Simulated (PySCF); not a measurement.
Working out the ionisation energy of Pb

Pb [Xe] 4f14 5d10 6s2 6p2 (3P) → Pb+ [Xe] 4f14 5d10 6s2 6p1 (2P). Calculation: PySCF 2.14, in aug-cc-pVTZ-PP with ECP60MDF (6s5p4d2f, 55 functions); scalar relativity through the core potential. Frozen: 5s2 5p6 5d10. Energies in hartree (1 hartree = 27.21139 eV):

| part | Pb (lower) | Pb+ (upper) |
| --- | --- | --- |
| UHF | -191.835762 | -191.594417 |
| MP2 opposite-spin | -0.029786 | -0.024992 |
| MP2 same-spin | -0.007069 | -0.002126 |

Question: What does Hartree-Fock give?

Answer: (-191.594417) − (-191.835762) = 0.241345 hartree = 6.567 eV.

Question: What do MP2 and SCS-MP2 (6/5 opposite-spin, 1/3 same-spin) give?

Answer: The opposite-spin parts differ by 0.130 eV and the same-spin parts by 0.135 eV. MP2: 6.567 + (0.130) + (0.135) = 6.832 eV. SCS-MP2: 6.567 + 1.2 × (0.130) + (0.135)/3 = 6.768 eV.

Reference: 7.417 eV (measured; NIST Atomic Spectra Database, ionization energies), between the lowest levels; spin-orbit coupling is absent from the calculation.

What remains against the reference includes basis incompleteness, the frozen core and correlation beyond second order.
